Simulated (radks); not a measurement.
Spherical jellium clusters: N electrons in a uniform positive sphere of charge N and radius rs N^(1/3), rs = 4.31 bohr. Calculated with a radial shooting solver with Libxc functionals: non-relativistic Kohn-Sham, LDA (Slater exchange, Perdew-Wang correlation), spin-polarised, spherical densities. Levels are named by radial order and angular momentum (1s, 1p, 1d, 2s, ...), and open shells are averaged over m. Each electron was tried in the lowest free levels, single moves between levels near the top were tried too, and the lowest total energy was kept; such a search can miss a lower state. Energies include the self-energy of the background; IP and EA are vertical (highest electron removed, lowest free level filled), at fixed background; spill-out counts the electrons outside the background radius R, and alpha is the static dipole polarisability from linear response (closed shells only). A dash means not computed or, for alpha, an open shell; in EA it means that no bound solution was reached, which is typical of self-interaction and does not show that the anion is unstable. Real open-shell clusters deform, which this model forbids.

N	open shells	2S	E(N+1) + E(N-1) - 2E(N) (eV)	IP (eV)	EA (eV)	spill-out (e)
1	1s(up 1, down 0)	1	-	-	-	0.36
2	none	0	0.972	4.980	-	0.52
3	1p(up 1, down 0)	1	-0.589	3.658	-	0.80
4	1p(up 2, down 0)	2	-0.404	4.140	-	0.96
5	1p(up 3, down 0)	3	0.285	4.404	-	1.08
6	1p(up 3, down 1)	2	-0.329	3.998	-	1.21
7	1p(up 3, down 2)	1	-0.237	4.252	1.537	1.32
8	none	0	1.048	4.417	-	1.41
9	1d(up 1, down 0)	1	-0.240	3.304	-	1.58
10	1d(up 2, down 0)	2	-0.203	3.521	-	1.71
11	1d(up 3, down 0)	3	-0.172	3.691	1.311	1.82
12	1d(up 4, down 0)	4	-0.147	3.826	1.475	1.91
13	1d(up 5, down 0)	5	0.311	3.936	1.196	2.00
14	1d(up 5, down 1)	4	-0.158	3.589	1.378	2.10
15	1d(up 5, down 2)	3	-0.135	3.724	1.531	2.19
16	1d(up 5, down 3)	2	-0.117	3.835	1.663	2.28
17	1d(up 5, down 4)	1	-0.102	3.928	1.778	2.36
18	none	0	0.200	4.006	1.619	2.43
19	2s(up 1, down 0)	1	0.198	3.783	1.479	2.58
20	none	0	0.321	3.584	1.172	2.78
21	1f(up 1, down 0)	1	-0.110	3.276	1.293	2.87
22	1f(up 2, down 0)	2	-0.100	3.369	1.401	2.94
23	1f(up 3, down 0)	3	-0.091	3.452	1.499	3.02
24	1f(up 4, down 0)	4	-0.084	3.525	1.589	3.08
25	1f(up 5, down 0)	5	-0.077	3.591	1.670	3.15
26	1f(up 6, down 0)	6	-0.071	3.651	1.745	3.21
27	1f(up 7, down 0)	7	0.271	3.705	1.484	3.26
28	1f(up 7, down 1)	6	-0.081	3.417	1.574	3.34
29	1f(up 7, down 2)	5	-0.074	3.487	1.656	3.40
30	1f(up 7, down 3)	4	-0.069	3.550	1.732	3.47
31	1f(up 7, down 4)	3	-0.063	3.607	1.801	3.53
32	1f(up 7, down 5)	2	-0.059	3.659	1.866	3.59
33	1f(up 7, down 6)	1	-0.055	3.706	1.925	3.65
34	none	0	0.332	3.750	1.620	3.71
35	2p(up 1, down 0)	1	-0.037	3.407	1.681	3.85
36	2p(up 2, down 0)	2	-0.028	3.450	1.733	4.00
37	2p(up 3, down 0)	3	0.204	3.483	1.562	4.14
38	2p(up 3, down 1)	2	-	3.285	1.631	4.32

All shells are closed at N = 2, 8, 18, 20, 34 (there: 1s2 1p6 1d10 2s2 1f14); the second difference of the energy has clear peaks (12 % above both neighbours; the first and last values, which can be the largest, are not judged, and half-filled shells can peak too) at N = 5, 8, 13, 20, 27, 34.
